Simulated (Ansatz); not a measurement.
Consider the isomerisation: `CC1([SiH3])C[SiH2]1` → `C=C(C)[SiH2][SiH3]`.

Isolated molecules relaxed with PBE0-D4/def2-TZVP in Ansatz; ΔE leaves out vibrations. CCSD(T)/CBS is the MP2 limit (def2-TZVPP, def2-QZVPP) plus CCSD(T) − MP2 in def2-TZVPP, frozen cores. Functionals use def2-TZVPP. B3LYP here is the variant with VWN-RPA as its local correlation; programs differ in this. One conformer a species, not always the lowest.

CCSD(T)/CBS gives -0.35 eV.

(1) Another level gave -0.49 eV. Which?
A. B3LYP-D4/def2-TZVPP
B. r2SCAN-D4/def2-TZVPP
C. B3LYP/def2-TZVPP
D. B2PLYP/def2-TZVPP

Largest T1 diagnostic among the species: 0.012.

Results:

(1) A. B3LYP-D4 -0.49, r2SCAN-D4 -0.32, B3LYP -0.54, B2PLYP -0.43 eV.

In def2-TZVPP, CCSD(T) changes the Hartree–Fock value by +0.31 eV (the triples alone add +0.02 eV) and MP2 by +0.50 eV. The D4 term adds +0.05 eV with B3LYP and +0.02 eV with PBE0; it sums over pairs of atoms, weighted by their polarisabilities, and B3LYP, whose exchange is more repulsive, gets the larger term. From PBE to PBE0 (25 % exact exchange), in def2-TZVPP and without D4, ΔE moves by +0.06 eV.
